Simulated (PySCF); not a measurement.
**Pb⁺: ionisation energy**

Pb⁺ [Xe] 4f14 5d10 6s2 6p1 (2P) → Pb²⁺ [Xe] 4f14 5d10 6s2 (1S), as a difference of total energies. Computed with PySCF 2.14 in aug-cc-pwCVDZ-PP with ECP60MDF, with scalar relativity through the core potential. Correlated levels: valence and next inner shell: nothing frozen outside the core potential. The calculations carry no spin-orbit coupling.

```tsv
method	ionisation energy (eV)
UHF	13.179
MP2 (valence and next inner shell)	13.449
SCS-MP2 (valence and next inner shell)	13.362
CCSD (valence and next inner shell)	13.443
CCSD(T) (valence and next inner shell)	13.447
```

**Question.** How much does correlation contribute at CCSD(T) (valence and next inner shell)?

**Answer.** 13.447 − (13.179) = 0.268 eV, measured against UHF.

Errors of the correlated levels include the incompleteness of this basis.

For comparison: 13.869 eV (measured; NIST levels, between the centres of gravity of the two terms).
